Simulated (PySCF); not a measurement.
## Worked example: oscillator strength and radiative lifetime

C3H9FOSi, SMILES C(OC)[Si@H](C)F.

The structure is a stationary point at TPSSh-D3(BJ)/def2-SVP. The structure was generated by enumeration; whether it is a known compound was not checked. Other conformers were not sampled.

PySCF with TDA-PBE/def2-SVPD puts the first singlet state with f over 0.02 at 6.43 eV (vertical), with the transition dipole (-0.014, -0.376, 0.041) in atomic units.

Find the oscillator strength, the wavelength and the radiative lifetime that this transition would have in vacuum if emission retraced absorption.


|μ|² = 0.1433 au, so |μ| = 0.96 D. ΔE = 6.43/27.211 = 0.2363 hartree. f = (2/3) ΔE |μ|² = 0.023 (the program prints 0.023).
λ = 1239.84/6.43 = 193 nm; ν = 51861 cm⁻¹.
Einstein's coefficient A = 0.6670 ν² f s⁻¹ (ν in cm⁻¹) = 4.0e7 s⁻¹, so τ = 1/A = 25 ns. This state is S3; the lower singlets have f = 0.009, 0.009. The figure is the radiative limit of this one transition; relaxation, internal conversion, crossing to triplets and a medium change what is measured.
